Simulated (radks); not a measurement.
Results of a calculation; reference values are marked as such.
Valence configurations of Re IV (all share [Xe]). Level of theory: Dirac Kohn-Sham, LDA (Slater exchange, Perdew-Wang correlation), spin-unpolarised, spherical densities, point nucleus; open shells are shared between the two j in proportion to 2j + 1 (a radial shooting solver on a logarithmic mesh with Libxc functionals). Energies are relative to 4f14 5d4; eigenvalues in eV.

valence           E (eV)  e(4f5/2)  e(4f7/2)  e(5d3/2)  e(5d5/2)  e(6p1/2)
4f14 5d4           0.000   -73.939   -71.420   -34.032   -32.915         -
4f12 5d4 6p2      127.97   -105.80   -103.07   -45.779   -44.244   -27.671
4f13.5 5d4 6s0.5  22.815   -80.885   -78.316   -36.288   -35.078         -
4f10 5d6 6p2      265.46   -128.92   -126.00   -49.947   -48.162   -28.522
4f13 5d5          43.283   -84.204   -81.587   -35.939   -34.703         -
4f14 5d2 6s2       9.303   -81.491   -78.966   -39.190   -37.935         -
4f14 5d3 6s1       4.107   -77.642   -75.121   -36.584   -35.400         -
4f13 5d4 6s1      48.598   -88.049   -85.429   -38.599   -37.294         -
4f13.5 5d4.5      20.595   -79.015   -76.447   -34.991   -33.814         -
4f9.5 5d6.5 6p2   305.89   -134.94   -131.96   -50.976   -49.128   -28.717

NIST lists [Xe] 4f14 5d4 as the ground configuration; this level of theory agrees among the configurations tried. The energies are those of spherical spin-averaged densities, not of single terms.
